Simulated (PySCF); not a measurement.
# Diatomics of F with the 3d metals

PBE0 with triple-zeta basis sets in PySCF, for the lowest determinant that a PBE0 search found; no spin–orbit coupling. De refers to high-spin ground-configuration atoms. A positive dipole means M(−)F(+).

```
 M         basis  state (unpaired electrons)  Re (Å)  ωe (cm⁻¹)  De (eV)  μ (D)
Sc    def2-TZVPP          triplet (σ ↑, δ ↑)   1.840        666     6.27  -2.78
Ti  x2c-TZVPPall         quartet (σ ↑, δ ↑↑)   1.770        714      n/a  -3.07
 V    def2-TZVPP    quintet (σ ↑, π ↑, δ ↑↑)   1.776        680      n/a  -3.35
Cr    def2-TZVPP    sextet (σ ↑, π ↑↑, δ ↑↑)   1.784        650     4.70  -4.22
Mn    def2-TZVPP   septet (σ ↑↑, π ↑↑, δ ↑↑)   1.829        621     4.81  -2.57
Fe    def2-TZVPP    sextet (σ ↑↑, π ↑↑, δ ↑)   1.777        660      n/a  -2.22
Ni    def2-TZVPP               doublet (π ↑)   1.749        622      n/a  -4.98
Cu  x2c-TZVPPall      singlet (closed shell)   1.742        619     3.93  -5.02
Zn    def2-TZVPP               doublet (σ ↑)   1.786        601     3.01  -3.05
```

The shortest bond is that of CuF (1.742 Å), the longest that of ScF (1.840 Å).

The rows differ in basis set, which adds steps of its own.

The state changes along the series, so neighbouring rows are not always alike in their bonding.

De is left out where the level can put another filling of the metal’s s and d shells below the measured ground configuration, by anything from nothing to about 1 eV. The metal atom is held in its measured ground configuration; semilocal functionals can put another filling of s and d lower by some tenths of an eV, and De to that atom would be smaller. States were picked by a PBE0 search and need not be the measured ground states.
